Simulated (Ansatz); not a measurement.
GaH2(OH) (GaOH₃). Total charge 0; singlet. Geometry r2SCAN-D4/def2-TZVP.

```csv
atom,x (Å),y (Å),z (Å)
Ga1,-0.190,0.496,-0.154
H2,-1.566,1.170,0.065
H3,1.072,1.043,-0.885
O4,-0.085,-1.144,0.554
H5,0.770,-1.566,0.421
```

B3LYP takes the VWN-RPA correlation.

(1) Estimate the orbital energies around the gap (eV) in Ansatz with PBE-D4/def2-TZVP, PBE-D4/def2-TZVPD, BLYP-D4/def2-TZVP, r2SCAN-D4/def2-TZVPD, B3LYP-D4/def2-TZVP.

## Answers

(1) 
```csv
orbital,PBE-D4/def2-TZVP,PBE-D4/def2-TZVPD,BLYP-D4/def2-TZVP,r2SCAN-D4/def2-TZVPD,B3LYP-D4/def2-TZVP
HOMO−13,-98.04,-98.09,-97.90,-101.11,-103.14
HOMO−12,-97.71,-97.77,-97.59,-100.78,-102.84
HOMO−11,-97.69,-97.75,-97.56,-100.75,-102.82
HOMO−10,-24.25,-24.31,-24.07,-25.56,-26.61
HOMO−9,-20.03,-20.09,-20.00,-20.68,-22.90
HOMO−8,-19.92,-19.98,-19.89,-20.56,-22.81
HOMO−7,-19.89,-19.95,-19.86,-20.53,-22.77
HOMO−6,-19.80,-19.86,-19.77,-20.43,-22.67
HOMO−5,-19.65,-19.70,-19.61,-20.29,-22.48
HOMO−4,-12.15,-12.20,-12.04,-12.56,-13.54
HOMO−3,-10.08,-10.13,-9.99,-10.52,-11.40
HOMO−2,-7.96,-8.01,-7.86,-8.33,-9.18
HOMO−1,-7.31,-7.39,-7.21,-7.69,-8.63
HOMO,-7.18,-7.24,-7.10,-7.55,-8.37
LUMO,-1.97,-2.03,-1.94,-1.69,-1.48
LUMO+1,-0.48,-0.79,-0.51,-0.21,0.05
LUMO+2,0.34,-0.15,0.33,0.50,0.86
LUMO+3,1.81,0.43,1.77,1.24,2.29
LUMO+4,2.88,1.23,2.90,2.02,3.32
LUMO+5,3.73,1.57,3.69,2.48,4.18
```
